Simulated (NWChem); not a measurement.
## H2Zn in NWChem

```
Zn
H 1 1.5501
H 1 1.5501 2 180.00
```
Charge 0, spin multiplicity 1.

Everything below was run with NWChem. All single points use one geometry, from PBE0/def2-SVP, a minimum by its harmonic frequencies.

The structure started from a generated list of species. The stability of the SCF solutions was not checked.

Worked example. At LDA (SVWN5)/def2-TZVP the molecule has a total energy of -1777.65261 Ha and the free atoms (multiplicities Zn 1, H 2) Zn -1776.51052, H -0.47834 Ha. The electronic atomisation energy is the atoms' sum less the molecule's energy.

1·(-1776.51052) + 2·(-0.47834) = -1777.46720 Ha for the atoms; less the molecule's energy this leaves 0.18541 Ha, or 116.3 kcal/mol (487 kJ/mol), without zero-point, thermal or spin-orbit terms.
